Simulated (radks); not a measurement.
Values are calculated unless marked as measured or tabulated.
Valence configurations of P+ (all share [Ne]). Level of theory: non-relativistic Kohn-Sham, PBE, spin-polarised, spherical densities, point nucleus; open shells are filled with parallel spins first (a radial shooting solver on a logarithmic mesh with Libxc functionals). Energies are relative to 3s2 3p2; eigenvalues in eV for spin up.

valence      E (eV)  moment (Bohr magnetons)    e(3p)    e(3s)
3s2 3p2       0.000                        2  -15.029  -24.050
3s1.5 3p2.5   3.094                        3  -15.587  -24.706
3s1 3p3       5.615                        4  -16.054  -25.275
3s0.5 3p3.5  12.183                        3  -16.178  -25.398
3p4          18.145                        2  -16.188        -

NIST lists [Ne] 3s2 3p2 as the ground configuration; this level of theory agrees among the configurations tried. The energies are those of spherical high-spin densities, not of single terms.
